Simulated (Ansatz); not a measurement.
A calculation with Ansatz (development build ahead of 0.2.0).

```yaml
crystal:
  periodic: [false, false, false]
  atoms:
    - { symbol: H, position_ang: [0.37, 0.0, 3.8] }
    - { symbol: H, position_ang: [-0.37, 0.0, 3.8] }
    - { symbol: H, position_ang: [0.37, 0.0, 0.0] }
    - { symbol: H, position_ang: [-0.37, 0.0, 0.0] }
basis:
  gaussian: { orbitals: "6-31G" }
hamiltonian:
  xc: hf
```

The input is written out in the form of the current development build from the run's settings.

Results

| Property | Result |
| --- | --- |
| Converged | yes |
| Total energy | -2.25349 hartree |
| Spin squared of the determinant | 0.000 |
